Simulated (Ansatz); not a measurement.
A set of 12 reactions (ligand exchange), with CCSD(T)/CBS values in kJ/mol:

```json
{"reaction": "`[NH2][Ga]([F])[F]` + `N=C=O` → `O=C=[N][Ga]([F])[F]` + NH₃", "ΔE": "-24.4"}
{"reaction": "`B[Si](Cl)(Cl)Cl` + `C=C[SiH2]N` → `BN[SiH2]C=C` + `Cl[SiH](Cl)Cl`", "ΔE": "-160.0"}
{"reaction": "`BCB` + `O[SiH2]S[SiH3]` → `BO[SiH2]S[SiH3]` + `BC`", "ΔE": "-116.9"}
{"reaction": "`O[SiH](F)F` + `O[SiH2]S` → `F[SiH](F)O[SiH2]S` + H₂O", "ΔE": "-16.0"}
{"reaction": "`F[SiH2]C(Cl)Br` + `O[SiH2]S` → `O[SiH2]S[SiH2]F` + `ClCBr`", "ΔE": "-69.5"}
{"reaction": "`C[SiH](O)Cl` + `[SH][GeH2][Cl]` → `O[SiH](Cl)[S][GeH2][Cl]` + CH₄", "ΔE": "-70.3"}
{"reaction": "`C[NH][GaH][CH3]` + `N=C=O` → `[CH3][GaH][N]=C=O` + CH₃NH₂", "ΔE": "-41.4"}
{"reaction": "`F[SiH2][NH][AlH2]` + `OBS` → `F[SiH2]OBS` + `[NH2][AlH2]`", "ΔE": "-30.1"}
{"reaction": "`NC([SiH3])[SeH]` + `O[SiH2][NH][AlH2]` → `[AlH2][NH][SiH2]O[SiH3]` + `NC[SeH]`", "ΔE": "-116.8"}
{"reaction": "`NC([SiH3])N[SiH3]` + `[OH][Al]([OH])[OH]` → `[OH][Al]([OH])[O][SiH3]` + `NCN[SiH3]`", "ΔE": "-135.2"}
{"reaction": "`B[O][AlH][CH3]` + `[SiH3]S` → `[CH3][AlH][S][SiH3]` + `BO`", "ΔE": "11.6"}
{"reaction": "`F[SiH](F)[Si](F)(F)F` + NH₃ → `N[SiH](F)F` + `F[SiH](F)F`", "ΔE": "-112.4"}
```

Calculated with Ansatz (gas phase, PBE0-D4/def2-TZVP geometries, no zero-point term in ΔE). CBS: MP2 limit from def2 TZ/QZ plus the TZ coupled-cluster correction, frozen cores. This one scheme is used for every species. DFT in def2-TZVPP. B3LYP here is the variant with VWN-RPA as its local correlation; programs differ in this. For Br, Ga, Ge, Se outer-core shells are correlated without core-valence functions, which leaves a few kJ/mol of doubt a bond. Scalar relativity is left out up to krypton. One conformer a species, not always the lowest.

(1) Give the mean, mean absolute and largest difference (level minus CCSD(T)/CBS, kJ/mol) for: PBE-D4, r2SCAN-D4, B3LYP-D4, ωB97M-V, PBE, r2SCAN, PBE0, SCS-MP2/def2-TZVPP, CCSD/def2-TZVPP, CCSD(T)/def2-TZVPP, HF/def2-QZVPP, MP2/def2-QZVPP, HF/CBS(def2), CCSD/CBS(def2). (An estimate is asked.)

The largest T1 diagnostic in the set is 0.018, for `N=C=O` (customary mark 0.02).

CCSD(T)/CBS is a level of theory with its own doubt, and the functionals carry their triple-zeta basis error, so these figures describe this set and don't rank the functionals.

Answers

(1) Ansatz gave: 
| level | mean | mean absolute | largest |
| --- | --- | --- | --- |
| PBE-D4 | 7.4 | 9.4 | 25.9 |
| r2SCAN-D4 | 1.6 | 2.3 | 6.8 |
| B3LYP-D4 | 0.0 | 3.1 | 9.5 |
| ωB97M-V | 0.5 | 2.0 | 5.7 |
| PBE | 8.0 | 8.8 | 22.7 |
| r2SCAN | 1.9 | 2.5 | 8.4 |
| PBE0 | 3.5 | 5.5 | 11.7 |
| SCS-MP2/def2-TZVPP | -3.1 | 4.7 | -10.0 |
| CCSD/def2-TZVPP | -1.4 | 4.1 | 7.9 |
| CCSD(T)/def2-TZVPP | -0.2 | 2.1 | -5.1 |
| HF/def2-QZVPP | -11.6 | 17.9 | -43.9 |
| MP2/def2-QZVPP | -2.5 | 2.8 | -8.5 |
| HF/CBS(def2) | -11.7 | 18.1 | -44.2 |
| CCSD/CBS(def2) | -1.2 | 2.7 | -6.3 |
